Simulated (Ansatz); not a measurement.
Geometry optimisation, Ansatz, RHF/def2-SVP.

The input (input.yaml):

```yaml
crystal:
  periodic: [false, false, false]
  atoms:
    - { symbol: W, position_ang: [0.0, 0.0, 0.0] }
    - { symbol: O, position_ang: [0.9539, 0.0, 1.9156] }
    - { symbol: H, position_ang: [0.0444, -0.2814, 2.2528] }
    - { symbol: H, position_ang: [1.7505, 0.0, 0.7888] }
    - { symbol: H, position_ang: [0.0, 1.72, 0.0] }
    - { symbol: H, position_ang: [-1.72, 0.0, 0.0] }
    - { symbol: H, position_ang: [0.0, -1.72, 0.0] }
    - { symbol: H, position_ang: [0.0, 0.0, -1.72] }
basis:
  gaussian: { orbitals: def2-SVP }
hamiltonian:
  xc: hf
relax:
  f_tol: 0.15
  max_steps: 25
  restrain:
    - { distance: [1, 3], at: 1.01, k: 30.0 }
    - { distance: [0, 1], at: 3.14, k: 30.0 }
    - { distance: [0, 3], at: 2.92, k: 30.0 }
```

Launched with:

```bash
$ ansatz run input.yaml --threads 1 --pin off --max-ram 2048MiB --backend cpu --events-out ev --progress --plain --runs-dir out
```

Task: Where does it end, and by what steps?

Result: The run converged. The restraints hold the end off the free minimum; the threshold counts their pulls, which the force column leaves out. Restrained pairs: O2–H4 (1.38 → 0.97 Å), W1–O2 (2.14 → 3.12 Å), W1–H4 (1.92 → 2.93 Å). After 12 steps the energy has fallen by 5.936 eV (the restraints' own energy left out); H3 moved furthest, 0.92 Å.

```
step  energy less start (eV)  largest force component (eV/Å)  accepted
   0                  0.0000                           3.585       yes
   1                 -0.5965                           5.728       yes
   2                 -1.3373                           5.500       yes
   3                 -2.9413                           5.148       yes
   4                 -4.1696                           9.275       yes
   5                 -4.5956                           5.320       yes
   6                 -5.3530                           1.273       yes
   7                 -5.5427                           1.734       yes
   8                 -5.6762                           1.350       yes
   9                 -5.8050                           1.104       yes
  10                 -5.8773                           1.245       yes
  11                 -5.9257                           1.316       yes
  12                 -5.9361                           1.307       yes
```

```xyz
8
Properties=species:S:1:pos:R:3
W -0.394 0.134 -0.604
O 0.762 0.064 2.294
H 0.669 -0.795 2.683
H 1.476 -0.029 1.646
H 0.316 1.687 -0.442
H -1.887 0.135 0.240
H 0.664 -1.193 -0.325
H -0.577 -0.284 -2.255
```

Time of the run: 21 s on 1 thread of Arm Neoverse V1, with other jobs on the host, peak memory 0.14 GiB.
